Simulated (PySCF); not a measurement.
**SMILES [H]/N=C\C1=C(F)[C@H]1CC#N, C₆H₅FN₂**

Geometry:
| atom | x (Å) | y (Å) | z (Å) |
| --- | --- | --- | --- |
| N1 | -2.592 | -1.986 | 1.034 |
| C2 | -2.222 | -1.034 | 0.522 |
| C3 | -1.728 | 0.171 | -0.099 |
| C4 | -0.549 | 0.718 | 0.699 |
| C5 | 0.591 | 1.372 | 0.015 |
| F6 | 0.947 | 2.457 | -0.636 |
| C7 | 0.862 | 0.174 | 0.465 |
| C8 | 1.770 | -0.923 | 0.651 |
| N9 | 3.000 | -0.934 | 0.382 |
| H10 | -1.423 | -0.065 | -1.123 |
| H11 | -2.540 | 0.904 | -0.134 |
| H12 | -0.822 | 1.039 | 1.701 |
| H13 | 1.339 | -1.829 | 1.067 |
| H14 | 3.368 | -0.064 | -0.003 |

Method used: PySCF, GIAO OLYP/pcseg-1 magnetisability, rotational g tensor and spin-rotation constants, non-relativistic, gas phase. Geometry: GFN2-xTB.

Question: Give the nuclear spin-rotation constants along the inertial axes (H = +C I·J) beside the isotropic shieldings.

Answer: Rotational constants 2.1568, 1.0945, 0.7527 GHz. A star marks the isotopologue with that one atom substituted, in its own axes.
| atom | isotope | Caa (kHz) | Cbb (kHz) | Ccc (kHz) | mean (kHz) | σ (ppm) |
| --- | --- | --- | --- | --- | --- | --- |
| N1 | 14N | 0.256 | 0.126 | 0.151 | 0.177 | -1.6 |
| F6 | 19F | 2.979 | 1.945 | 0.003 | 1.643 | 286.6 |
| N9 | 14N | 0.692 | 0.210 | 0.033 | 0.312 | -95.7 |
| H10 | 1H | -0.207 | -0.143 | 0.014 | -0.112 | 30.1 |
| H11 | 1H | -0.195 | 0.013 | -0.084 | -0.089 | 29.1 |
| H12 | 1H | -0.204 | -0.122 | 0.020 | -0.102 | 29.0 |
| H13 | 1H | 0.044 | -0.004 | -0.072 | -0.011 | 23.6 |
| H14 | 1H | 0.219 | -0.007 | -0.098 | 0.038 | 20.3 |
| C2 | 13C* | 0.475 | 0.222 | 0.301 | 0.333 | 81.2 |
| C3 | 13C* | 0.300 | 0.185 | 0.101 | 0.195 | 164.3 |
| C4 | 13C* | 0.445 | 0.190 | 0.087 | 0.241 | 152.6 |
| C5 | 13C* | 0.991 | 0.297 | 0.213 | 0.500 | 38.2 |
| C7 | 13C* | 0.670 | 0.259 | 0.130 | 0.353 | 104.5 |
| C8 | 13C* | 0.793 | 0.489 | 0.132 | 0.471 | 44.0 |

For the geometry as given, no vibrational averaging.
